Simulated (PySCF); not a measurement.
## Field gradients at the hydrogen positions

Species: C₄H₁₀OSi.
SMILES with atom numbers: `[CH2:1]=[CH:2][Si:3]([CH3:4])([CH3:5])[OH:6]` (hydrogens: H7, H8 on C1; H9 on C2; H10, H11, H12 on C4; H13, H14, H15 on C5; H16 on O6)

Structure used (GFN2-xTB), in Å, numbered top down from 1:
```xyz
16
C4H10OSi angstrom
C      2.4979   -0.3244    0.3982
C      1.2326   -0.6324    0.6367
Si    -0.2503    0.1870   -0.2100
C     -1.1576    1.3499    0.9853
C     -1.4051   -1.1827   -0.8640
O      0.2336    1.1732   -1.4247
H      2.7656    0.4344   -0.3201
H      3.3244   -0.7995    0.9059
H      1.0284   -1.3973    1.3758
H     -1.5337    0.8112    1.8490
H     -2.0009    1.8287    0.4982
H     -0.4957    2.1311    1.3440
H     -1.8407   -1.7575   -0.0537
H     -2.2233   -0.7591   -1.4393
H     -0.8776   -1.8805   -1.5089
H      0.6948    0.8269   -2.1838
```

Level: PBE0/pcSseg-1 (PySCF, non-relativistic); Q(2H) = 0.00286 b; rigid geometry, the same for H and D, with no vibrational averaging.

Problem. What are Vzz, η and χzz (234.96 MHz × Q × Vzz) at all hydrogens?

Solution. 
```json
{"atom": "H7", "bonded to": "C1", "bond length (Å)": "1.079", "Vzz (au)": "0.3321", "η": "0.04", "χzz (kHz)": "223"}
{"atom": "H8", "bonded to": "C1", "bond length (Å)": "1.080", "Vzz (au)": "0.3311", "η": "0.04", "χzz (kHz)": "222"}
{"atom": "H9", "bonded to": "C2", "bond length (Å)": "1.083", "Vzz (au)": "0.3290", "η": "0.03", "χzz (kHz)": "221"}
{"atom": "H10", "bonded to": "C4", "bond length (Å)": "1.085", "Vzz (au)": "0.3282", "η": "0.01", "χzz (kHz)": "221"}
{"atom": "H11", "bonded to": "C4", "bond length (Å)": "1.085", "Vzz (au)": "0.3278", "η": "0.01", "χzz (kHz)": "220"}
{"atom": "H12", "bonded to": "C4", "bond length (Å)": "1.085", "Vzz (au)": "0.3275", "η": "0.01", "χzz (kHz)": "220"}
{"atom": "H13", "bonded to": "C5", "bond length (Å)": "1.085", "Vzz (au)": "0.3294", "η": "0.01", "χzz (kHz)": "221"}
{"atom": "H14", "bonded to": "C5", "bond length (Å)": "1.086", "Vzz (au)": "0.3260", "η": "0.02", "χzz (kHz)": "219"}
{"atom": "H15", "bonded to": "C5", "bond length (Å)": "1.087", "Vzz (au)": "0.3254", "η": "0.02", "χzz (kHz)": "219"}
{"atom": "H16", "bonded to": "O6", "bond length (Å)": "0.953", "Vzz (au)": "0.5149", "η": "0.06", "χzz (kHz)": "346"}
```

Problem. Average by the element that carries the hydrogen.

Solution. on C: 221 kHz over 9 positions, mean bond length 1.084 Å; on O: 346 kHz over 1 position, mean bond length 0.953 Å.

Problem. How does χzz go with the bond length over the 9 C–H bonds?

Solution. A straight-line fit has a slope of -5.0 kHz for each 0.01 Å, with a correlation coefficient of -0.94, over lengths from 1.079 to 1.087 Å. The longer bonds have the smaller couplings here.

Problem. A static deuteron (I = 1) shows a doublet split by (3/2)χ, (3/4)χ(1 + η) and (3/4)χ(1 − η) with the field along z, y and x of the gradient. What are these for H12?

Solution. With |χ| = 220.1 kHz and η = 0.014: 330, 167 and 163 kHz, to first order and without motion.

Isolated species at its GFN2-xTB geometry (one conformer only). GFN2-xTB bond lengths can be off by several hundredths of an ångström, more for odd bonds, and the gradients follow them. These gradients aren't converged with respect to the basis.

These values come from a run that also computed NMR shieldings. The run took 26 s wall on one thread of an x86-64 server, no GPU, on a shared host.
